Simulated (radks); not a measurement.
All-electron atom: Ru in [Kr] 4d7 5s1. Calculated with a radial shooting solver on a logarithmic mesh with Libxc functionals: scalar-relativistic Kohn-Sham, r2SCAN, spin-unpolarised, spherical densities, finite nucleus; meta-GGA in the generalised Kohn-Sham scheme; Fermi nuclear charge, rms radius 4.4809 fm; hard spherical wall at 4 bohr.

Normalised radial functions P(r) = r R(r), r in bohr:

r             4f
0.002824  0.0000
0.004179  0.0000
0.006135  0.0000
0.00908   0.0000
0.01344   0.0000
0.01973   0.0000
0.0292    0.0000
0.04286   0.0001
0.06344   0.0004
0.09313   0.0015
0.1378    0.0049
0.204     0.0143
0.2995    0.0360
0.4432    0.0801
0.6507    0.1554
0.963     0.2768
1.414     0.4528
2.092     0.6956
3.097     0.6472

4f (empty): eigenvalue 29.216 eV, 0 radial nodes, <r> = 2.40 bohr, 90 % of the charge inside 3.22 bohr.
